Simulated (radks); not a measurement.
The numbers below are computed, except where a source is named.
Dipole-allowed excitations along the series with 47 electrons in [Kr] 4d10 5s1. Code: a radial shooting solver on a logarithmic mesh with Libxc functionals. Model: scalar-relativistic Kohn-Sham, LDA (Slater exchange, Perdew-Wang correlation), spin-polarised, spherical densities, finite nucleus; open shells are filled with parallel spins first (spin-orbit coupling, left out, can overturn this in heavy ions); Fermi nuclear charge, rms radius of each element as measured or else 0.836 A^(1/3) + 0.57 fm. Time-dependent linear response with the Hartree and adiabatic LDA kernel, continuum included through the Sternheimer equations, no spin-orbit coupling, so fine structure and intercombination lines are absent. Lines are the poles of the dipole polarisability below minus the highest occupied eigenvalue, found on a grid refined at the orbital gaps; the lowest seven at most are given, and weak or close lines can be missed. The first line takes the name of the lowest orbital gap if no other gap lies below it; otherwise a line is named after a gap within 0.6 % of it, if that gap stands alone.

species  -e(HOMO) (eV)  lowest orbital gap (eV)  first line (eV)      f  static alpha (bohr^3)  measured (eV)
Ag               4.981              5s-5p 3.954    4.067 (5s-5p)  0.630                  44.75    5s-5p 3.740
Cd+             13.801              5s-5p 5.882    6.190 (5s-5p)  0.719                  21.06    5s-5p 5.677
In2+            24.538              5s-5p 7.626    8.065 (5s-5p)  0.749                  12.71              -

Measured values: term averages from the NIST Handbook of Basic Atomic Spectroscopic Data.
